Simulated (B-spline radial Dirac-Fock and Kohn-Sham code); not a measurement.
## How the settings move the core levels of K⁺

ΔSCF core binding energies without Breit or QED terms, calculated with a radial finite-basis atomic code. Keys: rel is the Hamiltonian (dirac, or spin-free x2c and nr, where L3 and M5 stand for the whole 2p and 3d shells), method is hf or an exchange,correlation pair (spin-unpolarised, also for the hole states), nuc the nuclear model, radius_factor scales its radius, rmax is the box in bohr, h the logarithmic mesh step, order the B-spline order, points the quadrature points per cell, c_factor scales the speed of light, and damp, ndamp, maxit and tol steer the iteration. The run stops when the commutator error falls below 10·tol·max(1, Z/10), or the numerical noise floor, and the energy has settled to about 1e-8 Ha; the virial ratio is −V/T.

Base input:

```json
{"items": [{"Z": 19, "q": 1, "cfg": [[1, 0, 2], [2, 0, 2], [2, 1, 6], [3, 0, 2], [3, 1, 6]], "A": 39, "rrms": 3.4349, "do": "settings", "holes": ["K", "L3", "M5"],
  "settings": [{"rel": "dirac", "method": "hf", "nuc": "fermi", "radius_factor": 1.0, "rmax": 45.0, "h": 0.3, "order": 8, "points": 10, "c_factor": 1.0, "maxit": 60, "damp": 0.5, "ndamp": 3, "tol": 1e-08}]}]}
```

The ground state converged in 10 iterations, with total energy -601.37819 Ha, virial ratio 1.99214 and highest orbital energy -31.74 eV. ΔSCF binding energies: K (1s) 3625.2 eV, L3 (2p3/2) 307.6 eV. Holes are computed only in closed shells, and unreliable hole states are left out.

Changes from the base run:

```csv
changed setting,Δ total energy (Ha),Δ K (eV),Δ L3 (eV),iterations
"method = "b88,lyp"; c_factor = 0.9; damp = 0.8",?,?,?,?
h = 0.18,0.00000,0.00,0.00,9
rmax = 60.0,0.00000,0.00,0.00,10
order = 7,0.00000,0.00,0.00,10
tol = 1e-06,0.00000,0.00,0.00,8
nuc = "gauss"; radius_factor = 0.5; rmax = 60.0,-0.00065,+0.01,0.00,9
"method = "b88,lyp"",-0.77416,+14.96,+0.65,9
```

Question: What does the change method = "b88,lyp"; c_factor = 0.9; damp = 0.8 do?

Answer: The total energy moves by -1.34052 Ha and the binding energies by K +19.13 eV, L3 +0.45 eV; the run takes 10 iterations.
